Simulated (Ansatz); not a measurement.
```yaml
atoms:
  - { symbol: C, position_ang: [0.0472, -0.0360, -0.6898] }
  - { symbol: O, position_ang: [0.0524, -0.1077, 0.6242] }
  - { symbol: H, position_ang: [-0.0044, 0.8068, 1.0531] }
  - { symbol: H, position_ang: [0.0555, -0.9856, -1.0910] }
  - { symbol: H, position_ang: [-0.3891, 0.8373, -1.2523] }
```

Basis set: cc-pVDZ (spherical functions). Correlated methods keep 2 orbitals frozen. Charge 0, multiplicity 2.

Computed with Ansatz (development build ahead of 0.2.0); each method stands on the lowest determinant of its kind that the runs found.

The atomization energy at this shape (free ground-state atoms in the same class of orbitals less the molecule, no zero-point energy) of doublet CH3O:

```csv
method,atomization energy
UHF,274.67 kcal/mol
```

Q: What does UHF-MP2 give?

A: 373.00 kcal/mol. Caution: the shape is not the minimum.
